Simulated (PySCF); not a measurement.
B3LYP has the VWN-RPA correlation part, as in Gaussian. Excitations are Tamm–Dancoff values on a coarser integration grid. The basis has no diffuse functions, so Rydberg states are missing or too high.

Cartesian coordinates (Å):
SMILES: C#CN=[SiH2]
```xyz
7

C     -1.9930     1.0591    -0.2651
C     -0.8380     0.7027    -0.1813
N      0.4172     0.3797    -0.1072
Si     1.4331    -0.8044     0.2007
H     -3.0031     1.3724    -0.3391
H      1.0824    -2.1913     0.5757
H      2.8678    -0.5144     0.1093
```
Charge 0, multiplicity 1.

Task: Give the S1 excitation (TDA), S1–T1 gap (TDA), HOMO, HOMO–LUMO gap and total energy at the level B3LYP-D3(BJ)/def2-TZVP (PySCF).

Result: 
```
Item                        Value
-------------------  ------------
S1 excitation (TDA)       2.36 eV
S1–T1 gap (TDA)           0.25 eV
HOMO                     -6.11 eV
HOMO–LUMO gap             3.50 eV
total energy         -422.2469 Ha
```
